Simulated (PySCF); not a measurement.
A calculated (r2SCAN, PySCF 2.14, x2c-SVPall, scalar relativity by spin-free X2C-1e) atom or ion has these occupied shells.

```tsv
shell	electrons	orbital energy (eV)	rms radius, mean of both spins (bohr)
1s α	1	-10979.3	0.0542
1s β	1	-10979.2	0.0542
2s β	1	-1382.9	0.227
2s α	1	-1382.9	0.227
2p α	3	-1207.0	0.203
2p β	3	-1206.9	0.203
3s α	1	-173.34	0.670
3s β	1	-173.29	0.670
3p α	3	-118.80	0.701
3p β	3	-118.74	0.701
3d α	5	-29.960	0.833
3d β	5	-29.812	0.833
4s α	1	-12.572	2.29
4s β	1	-10.779	2.29
4p α	2	-4.611	3.00
```

(1) Name the element and its charge.

Results:

(1) Ge (germanium, neutral), in [Ar] 3d10 4s2 4p2, high-spin 3P determinant.
